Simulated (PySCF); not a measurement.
NbOBr2, SMILES [O]=[Nb]([Br])[Br] (connectivity only; charge and spin as stated), neutral, multiplicity 2. Atoms are numbered in the order given.

```xyz
4

Nb     0.0000     0.0000    -0.4823
O      0.0000     0.0000    -2.1812
Br     0.0000    -2.2377     0.5318
Br     0.0000     2.2377     0.5318
```
Charge 0, spin multiplicity 2.

Coordinates come from a PBE-D3(BJ)/def2-SVP optimisation. The spin state was assumed, not searched. The def2 effective core potentials stand for the cores of Nb; spin–orbit coupling is left out.

The numbers are results of PBE-D3(BJ)/def2-SVP run with PySCF 2.14.0, not measurements.

Frequencies are harmonic and unscaled.

List the normal modes with their intensities. (An estimate is asked for; the answer gives what the named calculation found.)


| mode | ν (cm⁻¹) | IR (km/mol) | moving atoms (share of kinetic energy) |
|---|---|---|---|
| 1 | 6 | 11.6 | Nb 49 %, O 40 %, Br 11 % |
| 2 | 67 | 0.4 | Br 63 %, Nb 31 % |
| 3 | 179 | 0.6 | O 78 %, Br 22 % |
| 4 | 242 | 5.5 | Br 78 %, Nb 19 % |
| 5 | 349 | 63.7 | Nb 63 %, Br 30 % |
| 6 | 1003 | 137.8 | O 85 %, Nb 15 % |
